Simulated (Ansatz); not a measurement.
Ansatz (a program for electronic structure) input for ZnBr2, SMILES [Br][Zn][Br], PBE0/def2-SVPD. The structure is a stationary point at B3LYP-D3(BJ)/def2-SVP. The isomer is the one that the SMILES or the coordinates give; other isomers of the formula were not compared.

Ansatz 0.2 input:
```yaml
crystal:
  periodic: [false, false, false]
  atoms:
    - {symbol: Zn, position_ang: [0.00000000, 0.00000000, 0.00000000]}
    - {symbol: Br, position_ang: [0.00000000, 0.00000000, 2.24279322]}
    - {symbol: Br, position_ang: [0.00000000, 0.00000000, -2.24279322]}
basis:
  gaussian:
    orbitals: def2-SVPD
hamiltonian:
  xc: {name: PBE0}
```

Log of the run:

```
Functional definition: PBE0
integrals: 0.07 GiB planned
1101 factors; integrals over basis functions are off by at most 7.6e-4 eV
mean field: 0.73 GiB planned
mean field evaluation 1: about -188467.2195 eV, gradient 3.2e1 eV
mean field evaluation 2: about -188465.2095 eV, gradient 4.9e1 eV
mean field evaluation 4: about -188469.1489 eV, gradient 2.5e-1 eV
mean field evaluation 8: about -188469.2317 eV, gradient 7.3e-2 eV
mean field evaluation 16: about -188469.2318 eV, gradient 9.2e-6 eV
mean field -188469.23176428 eV, -6926.1165183036 hartree, gradient 9.2e-6 eV, S^2 0.000000; 0 other end points of the search recorded, 0 dependent functions left out
reference -188469.23180273 eV, -6926.1165197166 hartree; 50, 50 occupied and 66, 66 virtual orbitals, 1101 factors
Total energy: -188469.23180273 eV, -6926.1165197166 hartree
```

Self-consistency was reached.
